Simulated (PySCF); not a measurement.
Molecule: SMILES CNB(O)O, CH$_{6}$BNO$_{2}$.

Atom-mapped SMILES (the numbers label the heavy atoms): `[CH3:1][NH:2][B:3]([OH:4])[OH:5]`; H(Xn) means a hydrogen on atom n.

Spin–spin couplings on one PBE0-D3(BJ)/def2-SVP geometry, PySCF 2.14, gas phase, non-relativistic, equivalent pairs averaged (spin–dipole term only in couplings to heteroatoms); isotopes $^{13}$C, $^{1}$H, $^{17}$O, $^{15}$N, $^{11}$B; basis pcJ-1.

Q: How do the couplings (Hz) change with the functional? Times are CPU seconds on shared hosts with different chips, so compare them loosely.

A: 
| functional | functions | $^{1}J$(C1,H(C1)) | $^{1}J$(O4,H(O4)) | $^{1}J$(N2,H(N2)) | $^{1}J$(N2,B3) | $^{1}J$(B3,O4) | $^{1}J$(C1,N2) | $^{2}J$(H(C1),H(C1)) | core-s |
| --- | --- | --- | --- | --- | --- | --- | --- | --- | --- |
| HF | 195 | 170.7 | -114.0 | -101.5 | -52.6 | -30.6 | -26.4 | -27.9 | 11 |
| LDA | 195 | 105.5 | -72.2 | -69.3 | -36.1 | -8.8 | -6.1 | -8.4 | 19 |
| PBE | 195 | 127.5 | -74.0 | -77.9 | -40.8 | -10.6 | -9.3 | -11.7 | 27 |
| KT2 | 195 | 134.4 | -74.7 | -84.6 | -35.5 | -3.9 | -5.3 | -16.1 | 29 |
| PBE0 | 195 | 132.3 | -81.1 | -81.0 | -42.6 | -14.5 | -12.1 | -13.9 | 33 |
| B97-2 | 195 | 126.8 | -80.7 | -77.8 | -44.3 | -15.6 | -12.4 | -11.9 | 33 |
| BHandHLYP | 195 | 151.2 | -95.6 | -90.6 | -46.8 | -20.5 | -17.1 | -16.4 | 36 |
| CAM-B3LYP | 195 | 137.6 | -85.8 | -83.8 | -43.4 | -15.9 | -13.3 | -13.7 | 44 |
